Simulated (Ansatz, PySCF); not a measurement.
Species: MgF2, charge 1, multiplicity 2. 
Geometry from a B3LYP-D3(BJ)/def2-TZVP (Ansatz, a first-principles code) optimisation:
```
Mg
F 1 1.8356
F 1 1.8356 2 180.00
```
Charge +1, spin multiplicity 2.

Total electronic energies in hartree. Valence correlation only, unless marked. UHF or UKS for open shells. No spin-orbit coupling. Non-relativistic. CBS(X,Y): correlation extrapolated as X^-3; Hartree-Fock from the larger set. The bracket is a focal-point correction in the basis named.

```
level                                                                 program  energy (Eh)
-------------------------------------------------------------  --------------  -----------
RI-HF/def2-TZVPPD                                                      Ansatz   -398.27219
PBE-D4/def2-TZVPD                                              Ansatz + dftd4          [?]
BLYP-D3(BJ)/def2-TZVPD                                         Ansatz + dftd3   -399.54657
revPBE-D4/def2-TZVPD                                           Ansatz + dftd4   -399.43648
TPSS-D3(BJ)/def2-TZVPD                                          PySCF + dftd3   -399.57334
PBE0-D3(BJ)/def2-TZVP                                          Ansatz + dftd3   -399.21818
TPSSh-D3(BJ)/def2-TZVPD                                         PySCF + dftd3   -399.53665
PW6B95-D4/def2-TZVPD                                            PySCF + dftd4   -399.92486
MN15-D3(BJ)/def2-TZVPD                                          PySCF + dftd3   -399.25914
MN15/def2-TZVPD                                                         PySCF   -399.25914
HSE06-D3(BJ)/def2-TZVPD                                        Ansatz + dftd3   -399.20991
HSE06-D4/def2-TZVPD                                            Ansatz + dftd4   -399.20996
LC-wPBE-D4/def2-TZVPD                                          Ansatz + dftd4   -399.31037
wB97M-V/def2-TZVPD                                                     Ansatz   -399.44265
MP2/def2-SVP                                                           Ansatz   -398.29490
MP2/def2-TZVPP                                                         Ansatz   -398.74525
MP2/def2-TZVPPD                                                        Ansatz   -398.75294
RI-MP2/def2-QZVPP                                                      Ansatz   -398.81661
RI-MP2/CBS(def2-TZVPPD,def2-QZVPPD)                                    Ansatz    -398.8511
SCS-MP2/def2-TZVPP                                                     Ansatz   -398.73513
CCSD/def2-SVPD                                                         Ansatz   -398.34008
CCSD/def2-TZVPPD                                                       Ansatz   -398.76177
RI-MP2/CBS(def2-TZVPPD,def2-QZVPPD)+[CCSD(T)-MP2]/def2-TZVPPD          Ansatz    -398.8723
```

**Question.** Some entries are withheld; supply them.

**Answer.** 
- PBE-D4/def2-TZVPD, energy (Eh): -399.23107
